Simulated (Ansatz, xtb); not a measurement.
**Relative energy of two isomers of AlBrH4NSi**

Structure a: `[SiH3][NH][Al][Br]`, a doublet. Structure b: `[SiH2][NH][AlH][Br]`, a doublet. Both are isolated molecules in the gas phase, relaxed with B3LYP-D3(BJ)/def2-SVP; the shapes shown needn't be the lowest conformers.

a (Å):

```yaml
atoms:
  - { symbol: Al, position_ang: [-1.1293, 2.4436, 1.7717] }
  - { symbol: Br, position_ang: [0.6851, 3.7555, 1.2887] }
  - { symbol: N, position_ang: [-1.6457, 1.2179, 0.5650] }
  - { symbol: Si, position_ang: [-1.0142, 0.7791, -1.0138] }
  - { symbol: H, position_ang: [0.1593, 1.6474, -1.2925] }
  - { symbol: H, position_ang: [-0.5933, -0.6548, -1.0542] }
  - { symbol: H, position_ang: [-2.0399, 0.9705, -2.0845] }
  - { symbol: H, position_ang: [-2.4604, 0.6684, 0.8434] }
```

b (Å):

```tsv
atom	x (Å)	y (Å)	z (Å)
Al	-0.0005	-0.1961	0.9465
Br	-0.1663	-2.4322	1.2779
N	-0.2422	0.3929	-0.7259
Si	-0.2957	2.0314	-1.3457
H	0.2472	2.9210	-0.2694
H	0.5385	2.1596	-2.5890
H	-0.4440	-0.3216	-1.4269
H	0.3044	0.7839	2.1301
```

Estimate E(b) − E(a) at the level CCSD(T)/def2-SVP + ΔMP2/def2-TZVPP.

Calculated at CCSD(T)/def2-SVP + ΔMP2/def2-TZVPP: E(b) − E(a) = +7.5 kcal/mol, so structure a lies lower.

Level by level:

| level | geometry | E(b) − E(a) (kcal/mol) | departure from the last row (kcal/mol) | job, with rough time for the two |
| --- | --- | --- | --- | --- |
| B3LYP-D3(BJ)/def2-SVP | B3LYP-D3(BJ)/def2-SVP | +6.2 | −1.2 | optimisation, 1.9 min |
| HF/def2-SVP | B3LYP-D3(BJ)/def2-SVP | +6.8 | −0.7 | part of the CCSD(T) run |
| MP2/def2-SVP | B3LYP-D3(BJ)/def2-SVP | +7.2 | −0.3 | part of the CCSD(T) run |
| CCSD(T)/def2-SVP | B3LYP-D3(BJ)/def2-SVP | +6.5 | −1.0 | single point |
| CCSD(T)/def2-SVP + ΔMP2/def2-TZVPP | B3LYP-D3(BJ)/def2-SVP | +7.5 |  | single point, 65 s |

As drawn, b has 1 Al–H in place of 1 Si–H.

None of the levels shown reverses the order. The largest departure from CCSD(T)/def2-SVP + ΔMP2/def2-TZVPP is that of B3LYP-D3(BJ)/def2-SVP, 1.2 kcal/mol. Levels run at GFN2-xTB geometries aren't shown. The last row adds to CCSD(T) the change of the MP2 difference between the two basis sets, here +1.0 kcal/mol.

With harmonic frequencies from B3LYP-D3(BJ)/def2-SVP (ideal gas, rigid rotor, one conformer each, 200 K, 1 atm): the zero-point term adds −1.4 kcal/mol; ΔH is +6.1 and ΔG +6.4 kcal/mol.

Open shells are spin-unrestricted. The correlated steps freeze 20 core orbitals; the filled d shell of Br is correlated, in a basis made for valence electrons. Mirror images aren't counted in ΔG. Programs: Ansatz 0.2.0; the last row on 2 threads of Arm Neoverse V1 on a shared host.
